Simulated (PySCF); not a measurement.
C5H9N, SMILES C#C[C@H](CN)C.

The structure is a stationary point at PBE0-D3(BJ)/def2-SVP. The structure was generated by enumeration; whether it is a known compound was not checked. Other conformers were not sampled.

Method: PySCF with PBE0-D3(BJ)/def2-SVP.

Harmonic, unscaled wavenumbers; measured fundamentals usually lie a few per cent lower.

Computed vibrational spectrum:
| mode | ν (cm⁻¹) | IR (km/mol) | moving atoms (share of kinetic energy) |
|---|---|---|---|
| 1 | 118 | 0.5 | N 39 %, C 37 %, H 24 % |
| 2 | 174 | 2.1 | C 57 %, H 36 % |
| 3 | 208 | 4.2 | H 66 %, C 32 % |
| 4 | 237 | 2.3 | H 61 %, C 27 %, N 13 % |
| 5 | 266 | 57.4 | H 82 %, C 12 % |
| 6 | 323 | 2.2 | C 51 %, H 38 %, N 12 % |
| 7 | 418 | 1.8 | C 62 %, H 26 %, N 12 % |
| 8 | 549 | 9.4 | C 80 %, H 20 % |
| 9 | 643 | 17.2 | C 65 %, H 29 % |
| 10 | 690 | 38.0 | H 77 %, C 23 % |
| 11 | 699 | 36.8 | H 75 %, C 25 % |
| 12 | 788 | 0.4 | C 65 %, H 31 % |
| 13 | 836 | 119.6 | H 82 %, N 13 % |
| 14 | 935 | 1.6 | H 56 %, C 42 % |
| 15 | 954 | 14.8 | H 53 %, C 41 % |
| 16 | 1008 | 8.3 | H 63 %, C 32 % |
| 17 | 1086 | 5.5 | H 61 %, C 29 %, N 11 % |
| 18 | 1137 | 4.4 | H 55 %, C 42 % |
| 19 | 1167 | 5.7 | H 62 %, C 28 %, N 10 % |
| 20 | 1191 | 3.3 | H 46 %, C 44 %, N 10 % |
| 21 | 1288 | 0.7 | H 76 %, C 21 % |
| 22 | 1341 | 4.6 | H 57 %, C 41 % |
| 23 | 1348 | 6.4 | H 76 %, C 20 % |
| 24 | 1382 | 6.9 | H 72 %, C 27 % |
| 25 | 1419 | 8.5 | H 68 %, C 30 % |
| 26 | 1458 | 6.7 | H 96 % |
| 27 | 1473 | 6.5 | H 95 % |
| 28 | 1489 | 4.4 | H 91 %, C 8 % |
| 29 | 1628 | 34.5 | H 91 %, N 8 % |
| 30 | 2237 | 5.8 | C 91 %, H 9 % |
| 31 | 2979 | 77.6 | H 94 % |
| 32 | 3056 | 14.3 | H 92 % |
| 33 | 3066 | 18.6 | H 97 % |
| 34 | 3086 | 32.7 | H 91 %, C 9 % |
| 35 | 3162 | 16.7 | H 91 %, C 9 % |
| 36 | 3185 | 5.2 | H 90 %, C 10 % |
| 37 | 3490 | 74.6 | H 86 %, C 14 % |
| 38 | 3538 | 2.0 | H 95 % |
| 39 | 3629 | 5.7 | H 92 %, N 8 % |
